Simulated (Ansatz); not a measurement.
Program: Ansatz. Geometries: PBE0-D4/def2-TZVP. ΔE: electronic, gas phase. CCSD(T)/CBS adds triple-zeta CCSD(T) − MP2 to the extrapolated MP2 energy (def2 sets, frozen cores). This one scheme is used for every species. DFT in def2-TZVPP. B3LYP here is the variant with VWN-RPA as its local correlation; programs differ in this. def2 core potentials past Kr. For Sn outer-core shells are correlated without core-valence functions, which leaves a few kJ/mol of doubt a bond. One conformer a species, not always the lowest.

Consider the formal exchange of groups at the Si–C bond: `C[SiH2][SnH2][F]` + `CF` → `FC[SiH2][SnH2][F]` + CH₄.

```json
{"level": "PBE-D4", "ΔE (kcal/mol)": "3.7", "difference from CCSD(T)/CBS": "-1.2"}
{"level": "r2SCAN-D4", "ΔE (kcal/mol)": "4.1", "difference from CCSD(T)/CBS": "-0.8"}
{"level": "PBE0-D4", "ΔE (kcal/mol)": "4.5", "difference from CCSD(T)/CBS": "-0.4"}
{"level": "B3LYP-D4", "ΔE (kcal/mol)": "3.9", "difference from CCSD(T)/CBS": "-1.0"}
{"level": "B2PLYP", "ΔE (kcal/mol)": "4.5", "difference from CCSD(T)/CBS": "-0.4"}
{"level": "PBE", "ΔE (kcal/mol)": "3.8", "difference from CCSD(T)/CBS": "-1.1"}
{"level": "r2SCAN", "ΔE (kcal/mol)": "4.1", "difference from CCSD(T)/CBS": "-0.8"}
{"level": "PBE0", "ΔE (kcal/mol)": "4.6", "difference from CCSD(T)/CBS": "-0.3"}
{"level": "B3LYP", "ΔE (kcal/mol)": "4.1", "difference from CCSD(T)/CBS": "-0.8"}
{"level": "HF/def2-TZVPP", "ΔE (kcal/mol)": "5.6", "difference from CCSD(T)/CBS": "0.7"}
{"level": "SCS-MP2/def2-TZVPP", "ΔE (kcal/mol)": "5.2", "difference from CCSD(T)/CBS": "0.3"}
{"level": "CCSD/def2-TZVPP", "ΔE (kcal/mol)": "5.0", "difference from CCSD(T)/CBS": "0.1"}
{"level": "MP2/def2-QZVPP", "ΔE (kcal/mol)": "5.5", "difference from CCSD(T)/CBS": "0.6"}
{"level": "SCS-MP2/def2-QZVPP", "ΔE (kcal/mol)": "5.3", "difference from CCSD(T)/CBS": "0.4"}
{"level": "HF/CBS(def2)", "ΔE (kcal/mol)": "5.7", "difference from CCSD(T)/CBS": "0.8"}
{"level": "CCSD/CBS(def2)", "ΔE (kcal/mol)": "5.1", "difference from CCSD(T)/CBS": "0.2"}
{"level": "CCSD(T)/CBS", "ΔE (kcal/mol)": "4.9", "difference from CCSD(T)/CBS": "0"}
```

Largest T1 diagnostic among the species: 0.013.

From PBE to PBE0 (25 % exact exchange), in def2-TZVPP and without D4, ΔE moves by +0.9 kcal/mol.
